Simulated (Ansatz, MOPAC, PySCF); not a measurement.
HF (SMILES F) and CH2O2 (SMILES O=CO) are pulled apart as rigid monomers along the line of their centres of mass, from the B3LYP-D3(BJ)/def2-TZVP minimum. Starting geometry (charge 0, multiplicity 1):
```xyz
7

F      0.3902     0.0014     0.4621
H     -0.1553    -0.4725     1.0950
O     -0.6899    -0.7837     2.6171
C     -0.1086    -0.0341     3.3746
O      0.7919     0.8672     3.0266
H     -0.2794    -0.0318     4.4554
H      0.9196     0.8374     2.0518
```

Interaction energies with rigid monomers; basis-set methods are counterpoise corrected unless marked otherwise.

Frozen-core correlation. Rows in 6-31G* carry no dispersion term and start afresh at each structure (6-31G* with six Cartesian d functions). MP2/6-31G* freezes PySCF's default core. The state reached by PM6 isn't checked.

The values were computed with Ansatz (Gaussian basis) for Hartree–Fock, density functionals and correlated methods; MOPAC for PM6 (differences of heats of formation); PySCF for 6-31G* rows. 

```json
[
 {"H2···O3 (Å)": "1.49", "PM6 (kcal/mol)": "1.99", "PBE0/def2-TZVPPD (kcal/mol)": "-12.37", "MP2/6-31G* (no counterpoise) (kcal/mol)": "-14.00", "SCS-MP2/aug-cc-pVDZ (kcal/mol)": "-6.87", "CCSD(T)/aug-cc-pVDZ (kcal/mol)": "-8.35"},
 {"H2···O3 (Å)": "1.64", "PM6 (kcal/mol)": "-1.48", "PBE0/def2-TZVPPD (kcal/mol)": "-13.15", "MP2/6-31G* (no counterpoise) (kcal/mol)": "-15.97", "SCS-MP2/aug-cc-pVDZ (kcal/mol)": "-9.32", "CCSD(T)/aug-cc-pVDZ (kcal/mol)": "-10.51"},
 {"H2···O3 (Å)": "1.88", "PM6 (kcal/mol)": "-2.88", "PBE0/def2-TZVPPD (kcal/mol)": "-11.50", "MP2/6-31G* (no counterpoise) (kcal/mol)": "-15.09", "SCS-MP2/aug-cc-pVDZ (kcal/mol)": "-9.35", "CCSD(T)/aug-cc-pVDZ (kcal/mol)": "-10.19"},
 {"H2···O3 (Å)": "2.28", "PM6 (kcal/mol)": "-2.56", "PBE0/def2-TZVPPD (kcal/mol)": "-7.49", "MP2/6-31G* (no counterpoise) (kcal/mol)": "-10.61", "SCS-MP2/aug-cc-pVDZ (kcal/mol)": "-6.72", "CCSD(T)/aug-cc-pVDZ (kcal/mol)": "-7.16"},
 {"H2···O3 (Å)": "2.93", "PM6 (kcal/mol)": "-1.39", "PBE0/def2-TZVPPD (kcal/mol)": "-3.36", "MP2/6-31G* (no counterpoise) (kcal/mol)": "-4.43", "SCS-MP2/aug-cc-pVDZ (kcal/mol)": "___", "CCSD(T)/aug-cc-pVDZ (kcal/mol)": "___"}
]
```

**Question.** Complete the blanks.

**Answer.** 
- 2.93, CCSD(T)/aug-cc-pVDZ (kcal/mol): -3.33
- 2.93, SCS-MP2/aug-cc-pVDZ (kcal/mol): -3.17

Ansatz is a quantum-chemistry and plane-wave program.
